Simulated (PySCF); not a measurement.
System: trimethoxygermane, C₃H₁₀GeO₃ (charge 0, singlet). 
Coordinates optimised at B3LYP-D3(BJ)/def2-TZVP (Ansatz):
SMILES: C[O][GeH]([O]C)[O]C
```xyz
17

C     -0.8010     2.2670    -0.9337
O     -0.2195     1.4554     0.0734
Ge     0.1196    -0.2695    -0.2061
O     -1.1439    -1.2848     0.4950
C     -2.5070    -0.9436     0.2851
O      1.5398    -0.7031     0.7385
C      2.7576     0.0016     0.5294
H     -0.4688     3.2947    -0.7770
H     -1.8939     2.2424    -0.8764
H     -0.5022     1.9619    -1.9435
H      0.2884    -0.4917    -1.7238
H     -2.7763    -0.9577    -0.7779
H     -3.1135    -1.6892     0.7997
H     -2.7440     0.0427     0.6951
H      3.1187    -0.1015    -0.5005
H      2.6515     1.0651     0.7606
H      3.5018    -0.4315     1.1979
```

Dispersion corrections to the total energy (kcal/mol) from the dftd3 and dftd4 libraries through PySCF: D3(BJ) without and D4 with the three-body term, each with the damping fitted for the functional named.

| functional | D3(BJ) | D4 |
|---|---|---|
| revPBE | -19.11 | -24.92 |
| B2GP-PLYP | -5.32 | (withheld) |
| TPSSh | -9.21 | -10.10 |
| BLYP | -16.46 | -17.74 |
| HSE06 | (withheld) | -6.57 |
| PBE | (withheld) | -8.24 |
| TPSS | -9.93 | -11.05 |

Question: Some entries are withheld; supply them.

Answer: 
- B2GP-PLYP, D4: -3.57
- HSE06, D3(BJ): -5.49
- PBE, D3(BJ): -7.82
